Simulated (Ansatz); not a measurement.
A nudged elastic band was laid between two geometries of F3HSi + H2S (8 atoms, charge 0, multiplicity 1).

The calculation used Ansatz, UKS PBE-D4/def2-SVP.

* movable images: 7
* climbing image: yes
* spring: 5.0 eV/Å²
* optimiser: quadratic models (default)
* start path: through a guess of the saddle point
* force threshold: 0.05 eV/Å
* iteration limit: 60
* end points: relaxed

Image 0:

```xyz
8
Properties=species:S:1:pos:R:3
Si -1.095 0.498 -0.127
H -1.604 -0.754 0.464
F -0.323 0.268 -1.533
F -2.334 1.490 -0.441
F -0.101 1.308 0.865
H 1.952 -0.287 1.038
S 1.681 -1.507 0.498
H 1.823 -1.016 -0.763
```

Image 8:

```xyz
8
Properties=species:S:1:pos:R:3
Si -0.085 0.674 -0.440
H -1.283 -1.862 0.998
F -1.257 -0.230 -1.090
F -0.741 1.427 0.829
F 0.341 1.810 -1.512
H -1.002 -1.738 1.704
S 1.605 -0.495 0.058
H 2.421 0.414 -0.548
```

(1) What changes between the two ends?

(2) What energy profile does the band end with?

(3) What is the geometry of the highest image?

The band took 25 iterations and of the order of 15 core-minutes.

Answers

(1) Bonds broken: Si1–H2, H6–S7. Bonds formed: Si1–S7, H2–H6. F3HSi + H2S becomes F3HSSi + H2.

(2) It converged. The highest image is number 3 of 0 to 8, 40.6 kcal/mol above the first end and 45.3 kcal/mol above the last; the last end lies 4.7 kcal/mol below the first. A structure lower than the last end lies on the path between it and the top, so the climb from that side starts below the end, which may itself be a saddle point or a shallow side well. Neighbouring images differ by up to 1.8 eV, so the band resolves the path poorly. A vibrational analysis at the climbing image gives one clearly imaginary mode, 983i cm⁻¹: a first-order saddle point. The orbitals stay closed-shell, which can raise the energy where a bond breaks towards radicals; this wasn't checked here.

```json
{"image": "0", "path coordinate (Å)": "0.00", "energy (kcal/mol)": "0.0", "Si1–H2 (Å)": "1.47", "H6–S7 (Å)": "1.36", "Si1–S7 (Å)": "3.48"}
{"image": "1", "path coordinate (Å)": "1.56", "energy (kcal/mol)": "0.8", "Si1–H2 (Å)": "1.48", "H6–S7 (Å)": "1.36", "Si1–S7 (Å)": "3.45"}
{"image": "2", "path coordinate (Å)": "3.11", "energy (kcal/mol)": "2.6", "Si1–H2 (Å)": "1.48", "H6–S7 (Å)": "1.36", "Si1–S7 (Å)": "3.35"}
{"image": "3", "path coordinate (Å)": "4.67", "energy (kcal/mol)": "40.6", "Si1–H2 (Å)": "1.71", "H6–S7 (Å)": "1.74", "Si1–S7 (Å)": "2.37"}
{"image": "4", "path coordinate (Å)": "6.31", "energy (kcal/mol)": "0.2", "Si1–H2 (Å)": "2.97", "H6–S7 (Å)": "2.60", "Si1–S7 (Å)": "2.13"}
{"image": "5", "path coordinate (Å)": "7.95", "energy (kcal/mol)": "-4.9", "Si1–H2 (Å)": "3.64", "H6–S7 (Å)": "4.36", "Si1–S7 (Å)": "2.11"}
{"image": "6", "path coordinate (Å)": "9.59", "energy (kcal/mol)": "-5.0", "Si1–H2 (Å)": "3.47", "H6–S7 (Å)": "3.60", "Si1–S7 (Å)": "2.11"}
{"image": "7", "path coordinate (Å)": "11.24", "energy (kcal/mol)": "-4.8", "Si1–H2 (Å)": "3.79", "H6–S7 (Å)": "3.40", "Si1–S7 (Å)": "2.11"}
{"image": "8", "path coordinate (Å)": "12.88", "energy (kcal/mol)": "-4.7", "Si1–H2 (Å)": "3.15", "H6–S7 (Å)": "3.32", "Si1–S7 (Å)": "2.12"}
```

(3) 
```xyz
8
Properties=species:S:1:pos:R:3
Si -0.466 0.412 -0.253
H -0.786 -0.731 0.984
F -0.948 -0.020 -1.740
F -1.878 1.028 0.313
F 0.464 1.723 0.006
H 0.068 -1.109 0.626
S 1.430 -0.995 -0.447
H 2.116 -0.307 0.511
```

Run time: 7.7 min on 2 threads of Arm Neoverse V1, on a shared host, peak memory 0.16 GiB.
